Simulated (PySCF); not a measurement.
Species: BH2(NCO), CH2BNO.
Geometry (PBE0-D3(BJ)/def2-SVP, Å), atoms numbered from 1 in this order:
```
atom  x, y, z in Å
B1     0.5448    0.9549   -0.0032
H2     1.7509    0.9284    0.0564
H3    -0.0639    1.9971   -0.0443
N4    -0.1674   -0.2559   -0.0200
C5    -0.7475   -1.3036   -0.0020
O6    -1.3170   -2.3209    0.0131
```

Method: TDDFT CAM-B3LYP/def2-SVPD, vertical, gas phase, core orbitals frozen in the response (PySCF 2.14.0, density-fitted response routines).

Broadening: Gaussians 0.25 eV wide at half height, area fixed by f = 4.319×10⁻⁹ ∫ε dν̃. The width is an assumption, not a result. The curve ends short of the highest state used, and states not computed would add to its high-energy end.

E (eV), ε (L mol⁻¹ cm⁻¹) and a bar:
```
     4.21          0 
     4.35          0 
     4.50          0 
     4.64          0 
     4.79          0 
     4.93          0 
     5.08          0 
     5.23          0 
     5.37          0 
     5.52          0 
     5.66          0 
     5.81          0 
     5.95          0 
     6.10          0 
     6.24          0 
     6.39          4 
     6.53        323 #
     6.68       5159 ##############
     6.83      11194 ##############################
     6.97       3808 ##########
     7.12        185 
     7.26         89 
     7.41        117 
     7.55         26 
     7.70          1 
     7.84          0 
     7.99          0 
     8.13          0 
     8.28          4 
     8.43        229 #
```

Problem. Where are the band maxima, and which computed states make them?

Solution. 182 nm (6.81 eV), ε about 11000, made up of S2 (100%); 169 nm (7.36 eV), ε about 130, made up of S4 (100%) (ε in L mol⁻¹ cm⁻¹; maxima over ε = 5, shares over 10%). At its high-energy end, 8.43 eV, the curve is still rising (ε about 230, from S5, S6 and S7). The states used: S1 4.58 eV (f 0.0000); S2 6.81 eV (f 0.105); S3 7.25 eV (f 0.0000); S4 7.36 eV (f 0.0012); S5 8.57 eV (f 0.0006); S6 8.63 eV (f 0.0016); S7 8.70 eV (f 0.038); S8 8.93 eV (f 0.0003); S9 9.00 eV (f 0.871); S10 9.03 eV (f 0.097).

Problem. What would ε be at 6.81 eV, the highest of these maxima, with half the width (0.125 eV)?

Solution. About 22600 L mol⁻¹ cm⁻¹ against 11300, a factor of about 2.00; a lone state at its own centre would give exactly 2.

Problem. On this curve, what absorbance would a 10⁻⁵ mol/L sample give at 193 nm over a 1 cm path?

Solution. 193 nm is 6.424 eV, where ε is about 14 L mol⁻¹ cm⁻¹, so A = ε c l ≈ 0.00014 (Beer–Lambert, with the gas-phase spectrum and the assumed width).

Problem. Coming from long wavelengths, where does ε first pass 100 L mol⁻¹ cm⁻¹?

Solution. At about 191 nm (6.49 eV), 1.91 eV above S1.
